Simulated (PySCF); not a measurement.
C4H5F3.
SMILES: `CCC(F)=C(F)F`

Torsions of this conformer, `[CH3:1][CH2:2][C:3]([F:4])=[C:5]([F:6])[F:7]`: C1–C2–C3–F4 58°.

The closed-shell ground state was solved at several levels (PySCF, density fitting, gas phase, non-relativistic). The structure is a single PBE0-D3(BJ)/def2-SVP conformer in the gas phase; no vibrational or solvent corrections.

```json
{"level": "KT3/pcSseg-1", "basis functions": "144", "total energy (Eh)": "-460.9113", "HOMO (eV)": "-5.75", "LUMO (eV)": "-0.23", "gap (eV)": "5.52", "dipole (D)": "1.70"}
{"level": "PBE0/pcSseg-0", "basis functions": "73", "total energy (Eh)": "-453.4064", "HOMO (eV)": "-7.24", "LUMO (eV)": "0.52", "gap (eV)": "7.76", "dipole (D)": "2.11"}
{"level": "LDA/pcJ-1", "basis functions": "239", "total energy (Eh)": "-451.6189", "HOMO (eV)": "-5.92", "LUMO (eV)": "-0.52", "gap (eV)": "5.40", "dipole (D)": "1.83"}
{"level": "CAM-B3LYP/pcJ-1", "basis functions": "239", "total energy (Eh)": "-454.7784", "HOMO (eV)": "-8.48", "LUMO (eV)": "1.79", "gap (eV)": "10.27", "dipole (D)": "1.95"}
{"level": "HF/pcSseg-1", "basis functions": "144", "total energy (Eh)": "-452.5900", "HOMO (eV)": "-10.17", "LUMO (eV)": "4.10", "gap (eV)": "14.27", "dipole (D)": "2.24"}
{"level": "B3LYP/pcJ-0", "basis functions": "106", "total energy (Eh)": "-454.0362", "HOMO (eV)": "-7.00", "LUMO (eV)": "0.23", "gap (eV)": "7.23", "dipole (D)": "2.06"}
```

(1) Estimate the row for PBE0/IGLO-III, a basis of 295 functions; the other rows only guide the guess.

(2) Over all these levels, which gives the widest orbital gap and which the narrowest?

(3) How far do the dipole and the HOMO energy spread over the levels?

Answers

(1) Total energy -454.6534 Eh, HOMO -7.07 eV, LUMO 0.50 eV, gap 7.57 eV, dipole 1.94 D.

(2) HF/pcSseg-1 (Hartree–Fock, all exact exchange) has the widest, 14.27 eV, and LDA/pcJ-1 (LDA) the narrowest, 5.40 eV. Functional and basis both differ between the two, so the spread mixes both effects.

(3) The dipole runs from 1.70 to 2.24 D (mean 1.98 D) and the HOMO from -10.17 to -5.75 eV.
